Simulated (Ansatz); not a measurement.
Geometry optimisation, RKS PBE/def2-SVP (Ansatz 0.2.0).

input.yaml

```yaml
crystal:
  periodic: [false, false, false]
  atoms:
    - { symbol: Ta, position_ang: [0.015775, 0.139397, 0.04455] }
    - { symbol: "N", position_ang: [2.11603, 0.177907, 0.164827] }
    - { symbol: H, position_ang: [2.611658, 0.495262, 1.004602] }
    - { symbol: H, position_ang: [2.714073, 0.180315, -0.666077] }
    - { symbol: F, position_ang: [0.131372, 0.455878, 1.910411] }
    - { symbol: F, position_ang: [0.365145, -0.369061, -1.746455] }
    - { symbol: F, position_ang: [-0.71757, 1.806585, -0.37283] }
    - { symbol: F, position_ang: [-1.286084, -1.201012, 0.255913] }
    - { symbol: F, position_ang: [1.305114, -2.632637, 0.682737] }
    - { symbol: H, position_ang: [2.013087, -2.028234, 0.594523] }
basis:
  gaussian: { orbitals: def2-SVP }
hamiltonian:
  xc: pbe
relax:
  f_tol: 0.03
  max_steps: 50
output:
  orbitals: {}
```

Command:

```bash
$ ansatz run input.yaml --threads 4 --pin off --max-ram 5120MiB --backend cpu --events-out ev --progress --plain --runs-dir out
```

Question: Where does it end, and by what steps?

Answer: The forces met the threshold. After 11 steps the energy has fallen by 2.117 eV; H10 moved furthest, 1.38 Å. Parted: F9–H10. Joined: Ta1–F9, N2–H10.

```csv
step,energy less start (eV),largest force component (eV/Å),accepted
0,0.0000,1.834,yes
1,-0.1912,0.705,yes
2,-0.3024,0.667,yes
3,-0.4464,0.668,yes
4,-0.5232,1.934,yes
5,-1.0512,1.821,yes
6,-1.1784,6.416,yes
7,-1.7390,2.261,yes
8,-1.9748,0.627,yes
9,-2.0792,0.733,yes
10,-2.1164,0.095,yes
11,-2.1170,0.024,yes
```

```xyz
10
Properties=species:S:1:pos:R:3
Ta -0.052 -0.485 0.169
N 2.260 -0.034 0.208
H 2.511 0.635 0.950
H 2.602 0.349 -0.685
F 0.160 -0.027 2.008
F 0.374 -0.824 -1.657
F -0.084 1.377 -0.237
F -1.897 -0.843 0.139
F 0.610 -2.224 0.587
H 2.786 -0.901 0.390
```

Whether the end is a true minimum wasn't checked by a vibrational analysis.

Time of the run: 26 s on 4 threads of Arm Neoverse V1, with other jobs on the host, peak memory 0.19 GiB.
